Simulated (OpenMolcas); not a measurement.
# OpenMolcas run: Co2+

Input:

```
&GATEWAY
Coord
1

Co 0.0 0.0 0.0
Basis=ANO-RCC-VTZP
Group=XYZ
NoMove
AngMom=0.0 0.0 0.0
AMFI
&SEWARD
* reference wave functions (RASSCF and RASSI steps not shown): 7 electrons in 5 orbitals (3d)
>>> COPY JOB001 $Project.JobIph
&CASPT2
Multistate=10 1 2 3 4 5 6 7 8 9 10
Frozen=2 3
IPEA=0.0
Imaginary=0.1
MaxIter=60
WThr=0.0 0.3 0.05
PrWF=0.5
NoMix
>>> COPY JOB002 $Project.JobIph
&CASPT2
Multistate=40 1 2 3 4 5 6 7 8 9 10 11 12 13 14 15 16 17 18 19 20 21 22
23 24 25 26 27 28 29 30 31 32 33 34 35 36 37 38 39 40
Frozen=2 3
IPEA=0.0
Imaginary=0.1
MaxIter=60
WThr=0.0 0.3 0.05
PrWF=0.5
NoMix
```

Launched by
```bash
OMP_NUM_THREADS=1 MOLCAS_MEM=1689 MOLCAS_PROJECT=a pymolcas a.inp > a.log  # once for each step of the input, in one work folder
```

Output, cut to the results:

```
--- CASPT2 ---
Orbital specifications:
      -----------------------

      Symmetry species                           1   2
                                                ag  au
      Frozen orbitals                            2   3
      Inactive orbitals                          1   3
      Active orbitals                            5   0
      Secondary orbitals                        22  23
      Deleted orbitals                           0   0
      Number of basis functions                 30  29
Type of calculation                        MS-CASPT2
      Fock operator                              state-specific
      IPEA shift                                 0.00
      Real shift                                 0.00
      Imaginary shift                            0.10
      The input orbitals will be transformed to quasi-canonical
Reference energy:       -1391.0088818482
      E2 (Non-variational):      -0.5056535150
      Shift correction:          -0.0001485805
      E2 (Variational):          -0.5058020955
      Total energy:           -1391.5146839438
      Residual norm:              0.0000001199
      Reference weight:           0.93248
      Contributions to the CASPT2 correlation energy
      Active & Virtual Only:         -0.1977379443
      One Inactive Excited:          -0.2238314439
      Two Inactive Excited:          -0.0840841269
Reference energy:       -1391.0088818482
      E2 (Non-variational):      -0.5046306005
      Shift correction:          -0.0001467944
      E2 (Variational):          -0.5047773948
      Total energy:           -1391.5136592431
      Residual norm:              0.0000001236
      Reference weight:           0.93288
      Contributions to the CASPT2 correlation energy
      Active & Virtual Only:         -0.1970860060
      One Inactive Excited:          -0.2235225539
      Two Inactive Excited:          -0.0840220406
::    CASPT2 Root  1     Total energy:  -1391.51468394
::    CASPT2 Root  2     Total energy:  -1391.51365924
::    CASPT2 Root  3     Total energy:  -1391.51618615
::    CASPT2 Root  4     Total energy:  -1391.51091482
::    CASPT2 Root  5     Total energy:  -1391.51244652
::    CASPT2 Root  6     Total energy:  -1391.51260394
::    CASPT2 Root  7     Total energy:  -1391.51070963
::    CASPT2 Root  8     Total energy:  -1391.44637476
::    CASPT2 Root  9     Total energy:  -1391.44637476
::    CASPT2 Root 10     Total energy:  -1391.44637476
::    MS-CASPT2 Root  1     Total energy:  -1391.51620186
::    MS-CASPT2 Root  2     Total energy:  -1391.51468076
::    MS-CASPT2 Root  3     Total energy:  -1391.51367633
::    MS-CASPT2 Root  4     Total energy:  -1391.51263964
::    MS-CASPT2 Root  5     Total energy:  -1391.51239529
::    MS-CASPT2 Root  6     Total energy:  -1391.51091895
::    MS-CASPT2 Root  7     Total energy:  -1391.51069296
::    MS-CASPT2 Root  8     Total energy:  -1391.44637450
::    MS-CASPT2 Root  9     Total energy:  -1391.44637424
::    MS-CASPT2 Root 10     Total energy:  -1391.44637398
--- CASPT2 ---
Orbital specifications:
      -----------------------

      Symmetry species                           1   2
                                                ag  au
      Frozen orbitals                            2   3
      Inactive orbitals                          1   3
      Active orbitals                            5   0
      Secondary orbitals                        22  23
      Deleted orbitals                           0   0
      Number of basis functions                 30  29
Type of calculation                        MS-CASPT2
      Fock operator                              state-specific
      IPEA shift                                 0.00
      Real shift                                 0.00
      Imaginary shift                            0.10
      The input orbitals will be transformed to quasi-canonical
Reference energy:       -1390.9243510452
      E2 (Non-variational):      -0.5188204831
      Shift correction:          -0.0001559477
      E2 (Variational):          -0.5189764308
      Total energy:           -1391.4433274760
      Residual norm:              0.0000006206
      Reference weight:           0.92977
      Contributions to the CASPT2 correlation energy
      Active & Virtual Only:         -0.2047105175
      One Inactive Excited:          -0.2284421390
      Two Inactive Excited:          -0.0856678266
Reference energy:       -1390.9243510452
      E2 (Non-variational):      -0.5188170629
      Shift correction:          -0.0001559409
      E2 (Variational):          -0.5189730037
      Total energy:           -1391.4433240489
      Residual norm:              0.0000006212
      Reference weight:           0.92977
      Contributions to the CASPT2 correlation energy
      Active & Virtual Only:         -0.2047069262
      One Inactive Excited:          -0.2284416611
      Two Inactive Excited:          -0.0856684756
::    CASPT2 Root  1     Total energy:  -1391.44332748
::    CASPT2 Root  2     Total energy:  -1391.44332405
::    CASPT2 Root  3     Total energy:  -1391.44332675
::    CASPT2 Root  4     Total energy:  -1391.44332455
::    CASPT2 Root  5     Total energy:  -1391.44333948
::    CASPT2 Root  6     Total energy:  -1391.44332259
::    CASPT2 Root  7     Total energy:  -1391.44330631
::    CASPT2 Root  8     Total energy:  -1391.44326629
::    CASPT2 Root  9     Total energy:  -1391.44332748
::    CASPT2 Root 10     Total energy:  -1391.41571252
::    CASPT2 Root 11     Total energy:  -1391.41756040
::    CASPT2 Root 12     Total energy:  -1391.41657214
::    CASPT2 Root 13     Total energy:  -1391.41630684
::    CASPT2 Root 14     Total energy:  -1391.41967813
::    CASPT2 Root 15     Total energy:  -1391.41684714
::    CASPT2 Root 16     Total energy:  -1391.41893125
::    CASPT2 Root 17     Total energy:  -1391.41643731
::    CASPT2 Root 18     Total energy:  -1391.41583197
::    CASPT2 Root 19     Total energy:  -1391.41628899
...
```

Levels above the lowest, from the spin-orbit matrix with the multistate effective Hamiltonian, averaged by term, added to it:

```json
{"Configuration": "3d⁷", "Term": "⁴F", "J": "9/2", "E (cm⁻¹)": "0.0", "Measured (cm⁻¹)": "0.0", "g": "1.333", "Term weight %": "100"}
{"Configuration": "3d⁷", "Term": "⁴F", "J": "7/2", "E (cm⁻¹)": "858", "Measured (cm⁻¹)": "841", "g": "1.238", "Term weight %": "100"}
{"Configuration": "3d⁷", "Term": "⁴F", "J": "5/2", "E (cm⁻¹)": "1484", "Measured (cm⁻¹)": "1451", "g": "1.029", "Term weight %": "100"}
{"Configuration": "3d⁷", "Term": "⁴F", "J": "3/2", "E (cm⁻¹)": "1910", "Measured (cm⁻¹)": "1867", "g": "0.400", "Term weight %": "100"}
{"Configuration": "3d⁷", "Term": "⁴P", "J": "5/2", "E (cm⁻¹)": "15190", "Measured (cm⁻¹)": "15202", "g": "1.600", "Term weight %": "100"}
{"Configuration": "3d⁷", "Term": "⁴P", "J": "3/2", "E (cm⁻¹)": "15380", "Measured (cm⁻¹)": "15428", "g": "1.705", "Term weight %": "93"}
{"Configuration": "3d⁷", "Term": "²G", "J": "9/2", "E (cm⁻¹)": "15780", "Measured (cm⁻¹)": "16978", "g": "1.109", "Term weight %": "98"}
{"Configuration": "3d⁷", "Term": "⁴P", "J": "1/2", "E (cm⁻¹)": "15840", "Measured (cm⁻¹)": "15811", "g": "2.613", "Term weight %": "97"}
{"Configuration": "3d⁷", "Term": "²G", "J": "7/2", "E (cm⁻¹)": "16580", "Measured (cm⁻¹)": "17766", "g": "0.889", "Term weight %": "100"}
{"Configuration": "3d⁷", "Term": "²P", "J": "3/2", "E (cm⁻¹)": "19240", "Measured (cm⁻¹)": "20195", "g": "1.317", "Term weight %": "85"}
{"Configuration": "3d⁷", "Term": "²P", "J": "1/2", "E (cm⁻¹)": "19950", "Measured (cm⁻¹)": "", "g": "0.723", "Term weight %": "97"}
{"Configuration": "3d⁷", "Term": "²D(1)", "J": "5/2", "E (cm⁻¹)": "22110", "Measured (cm⁻¹)": "23059", "g": "1.202", "Term weight %": "99"}
{"Configuration": "3d⁷", "Term": "²H", "J": "11/2", "E (cm⁻¹)": "22130", "Measured (cm⁻¹)": "22720", "g": "1.091", "Term weight %": "100"}
{"Configuration": "3d⁷", "Term": "²H", "J": "9/2", "E (cm⁻¹)": "22840", "Measured (cm⁻¹)": "23434", "g": "0.912", "Term weight %": "98"}
{"Configuration": "3d⁷", "Term": "²D(1)", "J": "3/2", "E (cm⁻¹)": "23290", "Measured (cm⁻¹)": "24237", "g": "0.845", "Term weight %": "91"}
{"Configuration": "3d⁷", "Term": "²F", "J": "5/2", "E (cm⁻¹)": "36140", "Measured (cm⁻¹)": "37021", "g": "0.857", "Term weight %": "100"}
{"Configuration": "3d⁷", "Term": "²F", "J": "7/2", "E (cm⁻¹)": "36500", "Measured (cm⁻¹)": "37316", "g": "1.143", "Term weight %": "100"}
{"Configuration": "3d⁷", "Term": "²D(2)", "J": "3/2", "E (cm⁻¹)": "57840", "Measured (cm⁻¹)": "", "g": "0.800", "Term weight %": "100"}
{"Configuration": "3d⁷", "Term": "²D(2)", "J": "5/2", "E (cm⁻¹)": "58250", "Measured (cm⁻¹)": "", "g": "1.200", "Term weight %": "100"}
```

Against the 15 measured excited levels shown (Sugar and Corliss, J. Phys. Chem. Ref. Data 10, 1097 (1981)) the mean absolute deviation is 550 cm-1; the largest miss in energy is 3d⁷ ²G_9/2: computed 15780, measured 16978 cm⁻¹ (-7.1 %).

CASPT2 breaks the degeneracy within a term, and the mean is taken; among the terms shown or strongly mixed into the levels shown the widest spread is 1200 cm-1 (3d⁷ ⁴F). The CASPT2 spread within a term exceeds the gap to the next term for 3d⁷ ²D(1) and 3d⁷ ²H, so the order of their levels is uncertain. Computed and measured levels are paired by configuration, term and J; levels that our copy of the source lacks, or whose pairing is in doubt (as where it misses far off the trend of its configuration), stay unpaired and out of the deviations. Levels of configurations outside the active space are missing.

The term weight is that of the spin-free term in the level, not the purity of its configuration. A number in round brackets counts repeated terms of one configuration in the order of the reference energies.
